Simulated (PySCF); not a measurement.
## Relaxation of quartet [Mg3Se]+

Method: UPBE in PySCF with Se def2-SVP, Mg def2-SVP; no relativity; density-fitted integrals. A (50,194) grid was used.

A start at the PBE0 minimum, of C3v symmetry, held to at least that symmetry:

Coordinates in bohr (charge 1 multiplicity 4):
```
Se    0.0000    0.0000   -0.7507
Mg    4.6127    0.0000    0.8337
Mg   -2.3064    3.9947    0.8337
Mg   -2.3064   -3.9947    0.8337
```

Task: What does it relax to?

Result: It ends at C3v with Se–Mg 2.609 Å (×3); Mg–Se–Mg 107.4° (×3) (after a last refinement on a finer grid). A frequency run shows a minimum.

Task: How much energy is released, and in how many steps?

Result: 1.3 kJ/mol in 6 steps.
